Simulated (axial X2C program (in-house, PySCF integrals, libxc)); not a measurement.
Density and ELF of InF⁺

All values were computed with an axial X2C code built on PySCF integrals. Two-component (2c) means X2C with spin–orbit coupling and atomic mean-field two-electron Coulomb and Gaunt terms. Basis: In dyall-cv3z [11s12p9d4f1g], F dyall-av3z [7s6p3d2f] (cores contracted in-house); Gaussian nuclei, density fitting, unrestricted open shells. Masses: In 114.904 u, F 18.998 u.

PBE0, two-component, state Ω = 1/2 (⟨Sz⟩ = 0.50, ⟨Lz⟩ = 0.00 at PBE0); In at z = 0, F at z = 1.922 Å.

The maps cover the half plane through the axis: z from -2.4 to 4.2 Å along the bond, ρ from 0.15 to 2.25 Å away from it (steps of 0.3 Å, the bottom row nearest the axis).

log10 of the density in e/bohr³:

digits 0 to 9 span -6.30 to 1.81 evenly
```
12223333333333222221100
22333344443333333322110
23334444444444443332211
23344455555444544433221
33445556665555555443321
33445566766666666544322
34455677877667776654322
34455678987667887654332
```

Electron localisation function (collinear form, no current term, damped to 0 at low density):

digits 0 to 9 span 0.00 to 1.00 evenly
```
00000011000000000000000
00012443210000000000000
00145543211000000000000
01576532211001221000000
04776422221113554200000
16875324442136776420000
37874247774147888630000
47864363736157128631000
```

Axial spin density in 10⁻³ e/bohr³:

digits 0 to 9 span -6.19 to 6.19 evenly, values beyond are clipped
```
55555555555555555555555
55555555555555555555555
55555666655544445555555
55566788765544445555555
55578999975444445555555
55689999765345446555555
55799992935269999855555
55799999906199999965555
```

The state is a single determinant with fixed occupations, the lowest that a limited PBE0 search found. Density functionals use the spin component along the axis (collinear).
